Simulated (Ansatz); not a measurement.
BClHNZn. Charge 0, multiplicity 1. The bonds changed during the relaxation, so this is another structure than the one it started from.

```xyz
5

Cl    1.616   -1.310   -0.709
B     0.811    0.005   -0.014
N     0.230    0.967    0.495
Zn   -2.413   -1.399   -0.674
H    -0.244    1.737    0.901
```

What are the harmonic wavenumbers in cm⁻¹ at PBE0-D4/def2-TZVP (Ansatz, finite differences of forces, unscaled)? (Best estimate.)

The calculation gave: 32, 44, 347, 358, 404, 404, 695, 2027, 3903.

Is this a minimum?

Yes, all 9 modes are real.

Give the ideal-gas thermochemistry at 298.15 K and 1 bar (rigid rotor, harmonic oscillator; point group Cs, symmetry number 1).

Zero-point energy 49.1 kJ/mol; H(298) − E = 67.4 kJ/mol; entropy 352.1 J/(mol·K), of which translation 169.2, rotation 118.7, vibration 64.1; G(298) − E = -37.6 kJ/mol. Modes under 100 cm⁻¹ are hindered rotations or soft bends, so the harmonic entropy is rough.

And at 400, 500, 600, 800 and 1000 K?


```csv
T (K),H − E (kJ/mol),S (J/mol/K),G − E (kJ/mol)
400,75.7,376.0,-74.7
500,84.2,395.0,-113.3
600,93.0,411.1,-153.6
800,111.2,437.2,-238.6
1000,130.0,458.2,-328.2
```
